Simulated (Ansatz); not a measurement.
Relaxation of Cl2F2H3NZr (9 atoms, charge 0, multiplicity 1), to a largest force component of 0.03 eV/Å in at most 50 steps.

Computed with Ansatz, RKS B3LYP-D4/def2-SVP.

```xyz
9
Properties=species:S:1:pos:R:3
Zr -0.036 0.161 -0.110
Cl -0.059 0.331 2.374
Cl 2.166 0.303 -0.954
F -1.108 1.527 -0.864
N -0.913 -1.540 -0.684
H -0.513 -2.440 -0.411
H -1.743 -1.683 -1.259
F 1.129 -2.439 1.282
H 0.956 -2.007 2.087
```

Q: Where does it end, and by what steps?

A: It converged. After 8 steps the energy has fallen by 0.274 eV; F8 moved furthest, 0.47 Å. Joined: Zr1–F8 (3.17 → 2.43 Å).

| step | energy less start (eV) | largest force component (eV/Å) | accepted |
| --- | --- | --- | --- |
| 0 | 0.0000 | 1.030 | yes |
| 1 | -0.0915 | 0.831 | yes |
| 2 | -0.1820 | 0.440 | yes |
| 3 | -0.2415 | 0.298 | yes |
| 4 | -0.2587 | 0.328 | yes |
| 5 | -0.2425 | 0.713 | no |
| 6 | -0.2708 | 0.313 | yes |
| 7 | -0.2710 | 0.248 | yes |
| 8 | -0.2745 | 0.030 | yes |

```xyz
9
Properties=species:S:1:pos:R:3
Zr 0.093 -0.107 0.032
Cl -0.070 0.228 2.463
Cl 2.220 0.208 -0.970
F -0.980 1.304 -0.638
N -0.948 -1.652 -0.718
H -0.715 -2.638 -0.605
H -1.760 -1.561 -1.330
F 1.121 -1.975 1.188
H 0.920 -1.593 2.040
```

Whether the end is a true minimum wasn't checked by a vibrational analysis.

Run time: 27 s on 4 threads of Arm Neoverse V1 (shared host), peak memory 0.34 GiB.
